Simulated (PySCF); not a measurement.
Ga(Cl)2(NHMe) (CH4Cl2GaN), SMILES C[NH][Ga]([Cl])[Cl].

The structure is a stationary point at B3LYP-D3(BJ)/def2-SVP. The structure was generated by enumeration; whether it is a known compound was not checked. One conformer was computed; it need not be the lowest.

Two levels are set side by side: PBE/def2-TZVP (PySCF) and PBE0/def2-TZVP (PySCF). Same geometry, gas phase. Differences are taken from unrounded values.

| quantity | PBE0 |
|---|---|
| orbital gap (eV) | 6.20 |
| highest occupied level (eV) | -7.33 |
| lowest empty level (eV) | -1.14 |
| dipole moment (D) | 2.77 |
| mean polarisability (bohr³) | 70.3 |

Task: What does PBE give, and how far is it from PBE0? (The exact figures need the calculation; the answer reports its results.)

Result: 
```json
[
 {"quantity": "orbital gap (eV)", "PBE": "3.93", "PBE minus PBE0": "-2.27"},
 {"quantity": "highest occupied level (eV)", "PBE": "-6.01", "PBE minus PBE0": "1.32"},
 {"quantity": "lowest empty level (eV)", "PBE": "-2.09", "PBE minus PBE0": "-0.95"},
 {"quantity": "dipole moment (D)", "PBE": "2.81", "PBE minus PBE0": "0.04"},
 {"quantity": "mean polarisability (bohr³)", "PBE": "73.9", "PBE minus PBE0": "3.6"}
]
```

PBE's occupied levels lie high since its potential decays too fast outside the molecule; exact exchange lowers them and widens the gap. PBE's more diffuse valence density responds more strongly to a field. Differences between two approximate levels are no errors against the true value.

Rough cost on one machine, each run with all the roots and properties that it gave: PBE0 against PBE within a factor of 2.
